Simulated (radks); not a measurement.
Neutral bromine inside a hard spherical wall (all orbitals vanish at R), configuration held at [Ar] 3d10 4s2 4p5 and not refilled when levels cross. All-electron calculation, scalar-relativistic Kohn-Sham, PBE, spin-polarised, spherical densities, point nucleus; open shells are filled with parallel spins first. Program: a radial shooting solver on a logarithmic mesh with Libxc functionals. Eigenvalues in eV for spin up, with the zero of energy where the potential of the charges vanishes at infinity; a dash marks a level that is unbound or too diffuse for the functional's potential to be trusted. A positive occupied level is held by the wall or, in an anion where self-interaction has pushed it up, behind a barrier. The pressure on the wall is -dE/dV.

R (bohr)  E (hartree)  kinetic (hartree)    e(3p)    e(3d)    e(4s)   e(4p)  e(5s, empty)  e(5p, empty)  pressure (GPa)
free      -2606.41965           2662.816  -173.50  -66.743  -20.494  -8.204             -             -               0
20        -2606.41965           2662.816  -173.50  -66.743  -20.494  -8.204             -             -        < 0.0001
12        -2606.41965           2662.816  -173.50  -66.743  -20.494  -8.204        -0.347         1.068        < 0.0001
10        -2606.41963           2662.816  -173.50  -66.740  -20.491  -8.202        -0.086         1.701        0.000921
8         -2606.41911           2662.822  -173.46  -66.699  -20.457  -8.170         0.731         3.277          0.0300
5         -2606.36796           2663.161  -171.88  -65.124  -19.261  -6.921         8.565        14.764            7.52
3         -2605.00845           2669.014  -157.78  -51.225   -7.990   6.559        58.861        73.183             660
2.5       -2602.83648           2676.627  -146.04  -39.726    4.379  21.426        107.68        125.64            2600
2         -2596.40873           2696.922  -124.27  -18.203   35.476  57.451        215.63        237.61           12900
1.5       -2572.83440           2765.604  -75.557   32.335   136.36  167.09        502.41        524.14           94300
